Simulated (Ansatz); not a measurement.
The cluster Sn₃F₄⁺, relaxed as a doublet with UKS r2SCAN-D4/def2-SVP in Ansatz, starting from the GFN1-xTB geometry. Force threshold 0.02 eV/Å.

In the def2 sets Sn takes a core potential; there is no spin–orbit coupling. The structure comes from a short search, and lower isomers may exist.

Start:

Cartesian coordinates in Å:
```
Sn -1.006 -0.311 1.497
Sn 0.867 -1.421 -0.766
Sn 0.706 1.678 -0.235
F 1.652 0.375 -1.678
F -0.820 1.835 1.289
F -0.787 0.079 -0.692
F -0.611 -2.234 0.586
```

```json
{"step": "1", "energy (eV)": "-28353.8187", "largest force component (eV/Å)": "2.102", "SCF passes": "21"}
{"step": "2", "energy (eV)": "-28354.3208", "largest force component (eV/Å)": "0.416", "SCF passes": "26"}
{"step": "3", "energy (eV)": "-28354.3621", "largest force component (eV/Å)": "0.166", "SCF passes": "22"}
{"step": "4", "energy (eV)": "-28354.3734", "largest force component (eV/Å)": "0.089", "SCF passes": "27"}
{"step": "5", "energy (eV)": "-28354.4167", "largest force component (eV/Å)": "0.408", "SCF passes": "28"}
{"step": "6", "energy (eV)": "-28354.5186", "largest force component (eV/Å)": "0.769", "SCF passes": "29"}
{"step": "7", "energy (eV)": "-28354.6757", "largest force component (eV/Å)": "0.927", "SCF passes": "29"}
{"step": "8", "energy (eV)": "-28354.8506", "largest force component (eV/Å)": "0.858", "SCF passes": "28"}
{"step": "9", "energy (eV)": "-28355.0173", "largest force component (eV/Å)": "0.665", "SCF passes": "27"}
{"step": "10", "energy (eV)": "-28355.1323", "largest force component (eV/Å)": "0.650", "SCF passes": "25"}
{"step": "11", "energy (eV)": "-28355.3306", "largest force component (eV/Å)": "0.724", "SCF passes": "32"}
{"step": "12", "energy (eV)": "-28355.4799", "largest force component (eV/Å)": "0.350", "SCF passes": "27"}
{"step": "13", "energy (eV)": "-28355.5220", "largest force component (eV/Å)": "0.239", "SCF passes": "26"}
{"step": "14", "energy (eV)": "-28355.5667", "largest force component (eV/Å)": "0.218", "SCF passes": "24"}
{"step": "15", "energy (eV)": "-28355.5773", "largest force component (eV/Å)": "0.310", "SCF passes": "23"}
{"step": "16", "energy (eV)": "-28355.5919", "largest force component (eV/Å)": "0.037", "SCF passes": "21"}
{"step": "17", "energy (eV)": "-28355.5926", "largest force component (eV/Å)": "0.007", "SCF passes": "20"}
{"step": "18", "energy (eV)": "-28355.5927", "largest force component (eV/Å)": "0.006", "SCF passes": "21"}
```

Force components are those of the run's own axes.

End:

Cartesian coordinates in Å:
```
Sn -1.131 -0.460 2.387
Sn 0.559 -1.529 -1.245
Sn 0.356 1.900 -0.682
F 1.642 0.186 -0.540
F -0.484 1.218 1.071
F -0.621 0.227 -1.607
F -0.320 -1.543 0.616
```

Bonds lost: Sn1–F6 (atoms count from 1). Metal–metal contacts that move far: Sn1–Sn2 3.14 to 4.15 Å, Sn1–Sn3 3.15 to 4.15 Å.

The force fell under the threshold at step 17, but the optimiser went on. No frequencies were taken in this run, so the end may be a saddle point.

It took 93 s on 4 threads of Arm Neoverse V1 on a shared host.
